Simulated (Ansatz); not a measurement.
Cost and result for the atomization energy of C4H3F7, SMILES `FCC(F)(F)C(F)(F)C(F)F` (14 atoms, 13 bonds).

Z-matrix (Å, degrees):
```
C
C 1 1.517
F 1 1.367 2 108.4
H 1 1.090 2 110.3 3 119.7
H 1 1.092 2 109.1 3 -119.1
F 2 1.356 1 110.3 3 -59.8
F 2 1.345 1 109.3 3 58.2
C 2 1.548 1 114.7 3 179.1
F 8 1.346 2 108.8 1 -45.8
F 8 1.342 2 108.4 1 -163.7
C 8 1.536 2 114.6 1 77.2
F 11 1.341 8 108.5 2 -178.0
F 11 1.351 8 109.6 2 -59.9
H 11 1.092 8 111.2 2 61.2
```

Total charge 0; spin multiplicity 1. Geometry: relaxed with PBE0-D4/def2-TZVP. It is one conformer, not always the lowest. Program: Ansatz. All runs use 4 threads of an AMD EPYC 7R13 on a shared host and a share of an NVIDIA H100 80 GB. Times are those of one run each, without the atoms' runs, and a repeat can differ threefold. Electronic energies, without spin–orbit coupling; frozen cores. CCSD(T)/CBS adds CCSD(T) − MP2 in def2-TZVPP to the MP2 limit, and its time is that of the two runs behind it. T1 = 0.012.

CCSD(T)/CBS is a level of theory with its own doubt, some kJ/mol a heavy atom from the limit and from the frozen cores, so smaller differences don't rank the functionals.

| level | functions | wall time | atomization (kcal/mol) | difference from CCSD(T)/CBS | per bond |
| --- | --- | --- | --- | --- | --- |
| BLYP-D4/def2-TZVPP | 383 | 2.9 s | 1376.8 | 6.8 | 0.5 |
| r2SCAN-D4/def2-TZVPP (with forces) | 383 | 3.6 s | 1382.9 | 12.9 | 1.0 |
| CAM-B3LYP-D4/def2-TZVPP | 383 | 4.4 s | 1382.3 | 12.3 | 0.9 |
| PBE-D4/def2-TZVPP (with forces) | 383 | 4.6 s | 1436.5 | 66.5 | 5.1 |
| BHLYP-D4/def2-TZVPP | 383 | 5.5 s | 1290.7 | -79.3 | -6.1 |
| ωB97X-V/def2-TZVPP | 383 | 6 s | 1379.2 | 9.2 | 0.7 |
| B2PLYP/def2-TZVPP | 383 | 7.5 s | 1352.8 | -17.2 | -1.3 |
| ωB97M-V/def2-TZVPP (with forces) | 383 | 8.5 s | 1378.6 | 8.6 | 0.7 |
| CCSD(T)/def2-SVP | 169 | 8.5 s | 1307.5 | -62.5 | -4.8 |
| r2SCANh-D4/def2-TZVPP | 383 | 12 s | 1364.9 | -5.1 | -0.4 |
| MP2/def2-QZVPP | 717 | 12 s | 1413.9 | 43.9 | 3.4 |
| CCSD(T)/def2-TZVPP | 383 | 68 s | 1331.7 | -38.3 | -2.9 |
| CCSD(T)/CBS(def2) | – | 79 s | 1370.0 | 0.0 | 0.0 |

From r2SCAN to r2SCAN0 (25 % exact exchange), in def2-TZVPP and without D4, the atomization energy moves by −44.2 kcal/mol: exact exchange takes away binding that semilocal exchange gives to molecules. At CCSD(T), def2-SVP lies −62.6 kcal/mol from the extrapolated value and def2-TZVPP −38.3 kcal/mol: correlation converges slowly with the basis, and small sets miss more of it in the bonded molecule than in its fragments. In def2-TZVPP, CCSD(T) changes the Hartree–Fock value by +394.2 kcal/mol (the triples alone add +29.7 kcal/mol) and MP2 by +453.9 kcal/mol; breaking electron pairs costs correlation energy, which Hartree–Fock lacks.
